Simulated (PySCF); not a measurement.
A structure optimised at B3LYP-D3(BJ)/def2-SVP, used in a PySCF frequency run:

```xyz
6

In    -0.0025     0.9471     0.0000
H      1.5786     1.6114     0.0000
H     -1.6037     1.5622     0.0000
N      0.0324    -1.1115     0.0000
C      0.0062    -2.3123     0.0000
O     -0.0148    -3.4908     0.0000
```

### Question
Write its SMILES, formula and point group.

### Answer
O=C=[N][InH2], CH2InNO, Cs

### Question
What are its rotational constants (standard atomic weights)?

### Answer
98.641, 1.3178, 1.3004 GHz
